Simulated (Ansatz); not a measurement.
The pair A = H2O (SMILES O) (first 3 atoms), B = AsH3 (SMILES [AsH3]); geometry from B3LYP-D3(BJ)/def2-TZVP.
(charge 0, multiplicity 1):
```xyz
7

O     -0.04880     0.63244    -0.59994
H     -0.91007     0.30572    -0.87873
H     -0.00101     0.43945     0.34583
As     0.23175    -0.45491     2.87883
H     -0.19798     0.23498     4.16490
H      1.64604    -0.69838     3.38216
H     -0.25863    -1.81677     3.34834
```

Frozen-core correlation. Filled d and f shells under p-block atoms count as core. MP2 and its Hartree–Fock in aug-cc-pVQZ are density fitted.

Run with Ansatz (Gaussian basis) for Hartree–Fock, density functionals and correlated methods. 

The counterpoise-corrected interaction energy is E(AB) − E(A in the pair's basis) − E(B in the pair's basis). Total energies (hartree):

| level | AB | A in the pair's basis | B in the pair's basis |
|---|---|---|---|
| HF/aug-cc-pVTZ | -2312.0348228 | -76.0600900 | -2235.9739167 |
| MP2/aug-cc-pVTZ | -2312.4664925 | -76.3291672 | -2236.1341929 |
| HF/aug-cc-pVQZ | -2312.0436493 | -76.0654152 | -2235.9774263 |
| MP2/aug-cc-pVQZ | -2312.5021072 | -76.3518414 | -2236.1469770 |
| CCSD(T)/aug-cc-pVTZ | -2312.5126010 | -76.3425098 | -2236.1670565 |

Question: Work out the counterpoise-corrected interaction energy at the basis-set limit: extrapolate the MP2 correlation part as X⁻³, take Hartree–Fock from the larger set, and add the CCSD(T) − MP2 difference of aug-cc-pVTZ.

Answer: 
1. Differences (1 hartree = 627.509 kcal/mol): HF/aug-cc-pVTZ -0.512; MP2/aug-cc-pVTZ -1.966; HF/aug-cc-pVQZ -0.507; MP2/aug-cc-pVQZ -2.064; CCSD(T)/aug-cc-pVTZ -1.904.
2. Correlation parts, MP2 less HF: -1.453 in aug-cc-pVTZ (X = 3), -1.557 in aug-cc-pVQZ (X = 4).
3. Limit (4³·(-1.557) − 3³·(-1.453))/(4³ − 3³) = -1.632; with HF/aug-cc-pVQZ it gives -2.139.
4. CCSD(T) less MP2 in aug-cc-pVTZ: 0.061.
Result: -2.08 kcal/mol, against -1.97 at MP2/aug-cc-pVTZ. It is an estimate of this method's limit, not of the exact value.

Ansatz is a quantum-chemistry and plane-wave program.
